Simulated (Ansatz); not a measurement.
input.yaml

```yaml
crystal:
  periodic: [false, false, false]
  atoms:
    - { symbol: Zn, position_ang: [-0.2519, -0.0202, -0.0488] }
    - { symbol: F, position_ang: [-0.5718, -2.1195, -0.1643] }
    - { symbol: C, position_ang: [0.3609, 1.2209, 1.3786] }
    - { symbol: H, position_ang: [-0.2775, -1.7562, -1.2751] }
    - { symbol: O, position_ang: [-0.019, -0.8104, -2.0842] }
    - { symbol: H, position_ang: [-0.3742, 1.3027, 2.1681] }
    - { symbol: H, position_ang: [0.559, 2.2068, 0.9803] }
    - { symbol: H, position_ang: [1.2771, 0.8202, 1.7964] }
    - { symbol: H, position_ang: [-0.7025, -0.8443, -2.7509] }
basis:
  gaussian: { orbitals: def2-SVP }
hamiltonian:
  xc: pbe0
  dispersion: d4
relax:
  f_tol: 0.15
  max_steps: 25
  restrain:
    - { distance: [0, 4], at: 1.88, k: 30.0 }
    - { distance: [3, 1], at: 0.88, k: 30.0 }
    - { distance: [0, 1], at: 3.09, k: 30.0 }
    - { distance: [3, 4], at: 2.27, k: 30.0 }
```

Command:

```bash
$ ansatz run input.yaml --threads 2 --pin off --max-ram 3072MiB --backend cpu --events-out ev --progress --plain --runs-dir out
```

Hardware: 2 threads of Intel(R) Xeon(R) Platinum 8488C (Sapphire Rapids) (shared host).

Q: Roughly how long does this run take, and how much memory?

A: 14 s, with a peak of 0.23 GiB, for 7 ionic steps.
